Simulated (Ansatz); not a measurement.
Ge(OH)2Cl2 (GeCl2O2H2), 7 atoms. Hardware: 4 threads of Arm Neoverse V1 on a shared host.

Correlated methods freeze 21 core orbitals; core or outer-core shells of Ge are correlated, in sets that lack core-valence functions.

**Question.** How many basis functions does each of these Ansatz runs have, and roughly what does it cost? LC-ωPBE (ω = 0.20 bohr⁻¹)/def2-TZVP, charge 1 doublet at the geometry of the charge 0 singlet, energy, from earlier orbitals; PBE0-D4/def2-SVP, charge 0 singlet, relaxation, 7 steps; PBE0-D4/def2-TZVP, charge 0 triplet at the geometry of the charge 0 singlet, energy; B3LYP-D4/def2-TZVP, charge 0 singlet, energy, from earlier orbitals; LC-ωPBE/def2-TZVP, charge 0 singlet, energy, from earlier orbitals; r2SCAN-D4/def2-TZVPD, charge -1 doublet at the geometry of the charge 0 singlet, energy, from earlier orbitals; r2SCAN-D4/def2-TZVP, charge 0 singlet, energy, from earlier orbitals; revPBE-D4/def2-TZVP, charge 0 singlet, energy, from earlier orbitals; CCSD(T)/def2-TZVP, charge 0 singlet, energy, from earlier orbitals; PBE0-D4/def2-TZVPD, charge 0 singlet, energy, from earlier orbitals; LC-ωPBE (ω = 0.15 bohr⁻¹)/def2-TZVP, charge 0 singlet, energy, from earlier orbitals; PBE0-D4/def2-SVP, charge 0 singlet, energy with a search over starts.

**Answer.** Other jobs shared the machine, so times can vary by a factor of up to 3. A dash marks memory too small to be measured apart from the calling script's.

| run | functions | fitting or Cholesky vectors | wall time | peak host memory (GiB) |
| --- | --- | --- | --- | --- |
| PBE0-D4/def2-SVP, charge 0 singlet, energy with a search over starts | 106 | 991 | 1.6 s | – |
| revPBE-D4/def2-TZVP, charge 0 singlet, energy, from earlier orbitals | 196 | 1260 | 2 s | – |
| LC-ωPBE (ω = 0.15 bohr⁻¹)/def2-TZVP, charge 0 singlet, energy, from earlier orbitals | 196 | 1260 | 2.3 s | – |
| LC-ωPBE/def2-TZVP, charge 0 singlet, energy, from earlier orbitals | 196 | 1260 | 2.6 s | – |
| B3LYP-D4/def2-TZVP, charge 0 singlet, energy, from earlier orbitals | 196 | 1305 | 3.4 s | 0.6 |
| r2SCAN-D4/def2-TZVP, charge 0 singlet, energy, from earlier orbitals | 196 | 1260 | 4.3 s | – |
| PBE0-D4/def2-TZVPD, charge 0 singlet, energy, from earlier orbitals | 244 | 1512 | 5.5 s | 0.86 |
| LC-ωPBE (ω = 0.20 bohr⁻¹)/def2-TZVP, charge 1 doublet at the geometry of the charge 0 singlet, energy, from earlier orbitals | 196 | 1260 | 12 s | 0.64 |
| PBE0-D4/def2-SVP, charge 0 singlet, relaxation, 7 steps | 106 | 1058 | 15 s | – |
| r2SCAN-D4/def2-TZVPD, charge -1 doublet at the geometry of the charge 0 singlet, energy, from earlier orbitals | 244 | 1403 | 16 s | – |
| PBE0-D4/def2-TZVP, charge 0 triplet at the geometry of the charge 0 singlet, energy | 196 | 1327 | 23 s | 1.3 |
| CCSD(T)/def2-TZVP, charge 0 singlet, energy, from earlier orbitals | 196 | 1265 | 1.7 min | 2.4 |
